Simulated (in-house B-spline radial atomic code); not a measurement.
Radial electron density of the phosphorus ion P⁸⁺, [He] 2s2 2p3. Level of theory: Dirac-Hartree-Fock, average of configuration, Fermi nucleus of rms radius 3.1889 fm; calculated with a B-spline radial code for spherical atoms.

Columns: r (bohr), 4πr²n(r) (electrons per bohr), bar.

```
 0.00386   0.3825 #
 0.00449   0.5069 #
 0.00522   0.6691 ##
 0.00608    0.883 ##
 0.00707    1.157 ###
 0.00823    1.511 ####
 0.00958    1.963 #####
  0.0112    2.551 #######
   0.013    3.251 ########
  0.0151    4.112 ###########
  0.0176    5.174 #############
  0.0205    6.425 #################
  0.0238    7.833 ####################
  0.0277    9.427 ########################
  0.0323    11.15 #############################
  0.0375    12.86 #################################
  0.0437    14.49 #####################################
  0.0508    15.84 #########################################
  0.0592    16.76 ###########################################
  0.0689    17.06 ############################################
  0.0801    16.63 ###########################################
  0.0933    15.48 ########################################
   0.109    13.71 ###################################
   0.126    11.82 ##############################
   0.147    9.968 ##########################
   0.171    8.739 #######################
   0.199    8.367 ######################
   0.232    8.866 #######################
    0.27    9.892 ##########################
   0.314    10.87 ############################
   0.365     11.2 #############################
   0.425    10.51 ###########################
   0.495    8.773 #######################
   0.576    6.423 #################
    0.67    4.053 ##########
    0.78    2.148 ######
   0.908   0.9352 ##
    1.06   0.3174 #
    1.23  0.08692 
    1.43  0.01741 
    1.67 0.002319
```

On this grid the curve has 2 maxima, near 0.0689, 0.365 bohr.

The 2s1/2 radial function P(r) = rR(r), positive near the nucleus, with its small component Q(r) (sign convention: Q ≈ (P' + κP/r)/2c):

```tsv
r (bohr)	P	Q
0.00133	0.04438	-0.002444
0.00181	0.05984	-0.003301
0.00245	0.08008	-0.004427
0.00331	0.1066	-0.005908
0.00449	0.1418	-0.007887
0.00608	0.187	-0.01046
0.00823	0.2445	-0.01376
0.0112	0.3171	-0.01803
0.0151	0.4014	-0.02314
0.0205	0.4991	-0.02935
0.0277	0.5984	-0.03624
0.0375	0.6848	-0.0434
0.0508	0.7286	-0.04979
0.0689	0.6869	-0.05377
0.0933	0.5101	-0.05329
0.126	0.1633	-0.04659
0.171	-0.3555	-0.03283
0.232	-0.9428	-0.01413
0.314	-1.399	0.004107
0.425	-1.518	0.01565
0.576	-1.229	0.0172
0.78	-0.7133	0.01143
1.06	-0.2684	0.004639
1.43	-0.06003	0.001085
```
